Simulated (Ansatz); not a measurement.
## One step, two centres

1,1-elimination that frees a divalent centre, with the central atom changed down its group and all else kept; in the first member these bonds form or tighten: Cl–Si; these break or loosen: Cl–Si, Si–Si.

Gas-phase electronic energies, without zero-point energy, by CCSD(T) at an estimated basis limit (MP2 extrapolated from triple and quadruple zeta, plus CCSD(T) − MP2 in triple zeta); Ansatz 0.2.0, def2-TZVPP and QZVPP, frozen cores, on PBE0-D4/def2-TZVP structures. Extrapolation: Hartree–Fock as exp(−7.88 √X), correlation as X^−2.97. All energies, in kJ/mol, count from the reactant; the end structure is reached by relaxing down from the saddle. Brackets give SMILES, or, where every atom is bracketed, only which atoms are joined. Steps whose reference was doubtful or whose search ended elsewhere are left out.

| reactants | products | saddle | end structure | saddle by PBE0-D4/TZ |
| --- | --- | --- | --- | --- |
| Si₂H₅Cl ([SiH3][SiH2][Cl]) | SiH₃Cl ([SiH3][Cl]) + SiH₂, still joined by a dative Cl–Si bond | ? | 199.7 | 210.1 |
| Ge₂H₅Cl ([Cl][GeH2][GeH3]) | GeH₃Cl ([Cl][GeH3]) + GeH₂, still joined by a dative Cl–Ge bond | 198.6 | 159.9 | 188.6 |

What is the height of the saddle for Si₂H₅Cl ([SiH3][SiH2][Cl])? (To be estimated.)

Computed: 217.5 kJ/mol relative to the reactant, the higher of the two.

The saddle falls down the group: the larger centre, with longer and weaker bonds, takes on an extra partner at less cost.

How do the PBE0-D4 saddles lie against the coupled-cluster estimate?

Both lower, by 7.5 to 10.0 kJ/mol.

Losses and insertions of silylenes and their heavier kin drive the gas-phase chemistry of silicon and germanium vapour deposition.

The T1 diagnostic stays at or below 0.013. The filled d shells of Ge are correlated in sets not built for that, so values that involve them are less sure.

For scale, one of the runs: CCSD(T)/def2-TZVPP, 208 basis functions, launched by `ansatz run in.yaml --threads 4 --pin off --events-out ev --progress --plain --max-ram 9574MiB`. Hardware: 4 CPU threads of an Intel Xeon, shared host. Wall time 2.6 min; peak host memory 2.7 GiB.
